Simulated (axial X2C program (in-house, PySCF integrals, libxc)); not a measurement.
**Bond lengths and stretching modes, held linear, of CTiO**

Calculated with an in-house all-electron X2C program for linear molecules (integrals from PySCF): two-component X2C with atomic mean-field Coulomb and Gaunt terms, Gaussian nuclei, basis C dyall-v3z, Ti dyall-v3z, O dyall-av3z with contracted cores. Spin-free rows use the one-electron spin-free X2C Hamiltonian.

Masses C 12.000, Ti 47.948, O 15.995 u. States: 2c Ω = 4 (beyond evenly filled blocks: ω = 3/2, ω = 5/2); spin-free M_S = 2, Λ = 2 (beyond evenly filled blocks: σα, π+α, π-α, δ+α).

B3LYP, 2c: energies above the lowest point

```
r(C–Ti) (Å)  r(Ti–O) (Å)  E (meV)
     2.1157       1.5844    86.53
     2.1157       1.6250    18.16
     2.1157       1.6656    27.13
     2.1700       1.5844    61.83
     2.1700       1.6250     0.00
     2.1700       1.6656    15.34
     2.1700       1.7063    94.43
     2.2242       1.5844    65.76
     2.2242       1.6250     9.92
     2.2242       1.6656    31.05
     2.2785       1.6250    42.57
     2.2785       1.7063   158.75
```

**Question.** Fit a quadratic surface with cubic terms in each bond: where is the minimum, and what are the two stretching wavenumbers?

**Answer.** At B3LYP, 2c: bonds 2.173 and 1.636 Å; harmonic stretches 501.1 and 995.0 cm⁻¹; force constants 1.5, 7.11 and coupling 0.42 mdyn/Å.

The other levels and Hamiltonians give:

```csv
Hamiltonian,level,r(C–Ti) (Å),r(Ti–O) (Å),lower stretch (cm⁻¹),upper stretch (cm⁻¹)
2c,PBE0,2.168,1.623,510.4,1018.0
2c,HF,2.207,1.626,538.2,1056.6
2c,MP2,2.182,1.625,515.8,1052.0
spin-free,PBE0,2.168,1.624,510.6,1018.0
spin-free,HF,2.207,1.626,538.5,1056.6
spin-free,B3LYP,2.173,1.636,501.4,995.1
spin-free,MP2,2.182,1.625,515.9,1051.3
```

Each state is one determinant, the lowest of a limited PBE0 search; the stretches come from a fit to these few points and carry an uncertainty of a few per cent. Other orders of the atoms were not compared. MP2 freezes inner shells (threshold -2 hartree). The molecule was held linear; bending was not examined, so a bent shape may lie lower. Open-shell Ω = 0 determinants with evenly filled partner blocks cannot be reached by this program, so the Ω shown need not be the lowest component. Note: functional without a current term on a determinant with orbital currents, of the molecule or an atom. Note: several unpaired electrons, one determinant need not be a pure state.
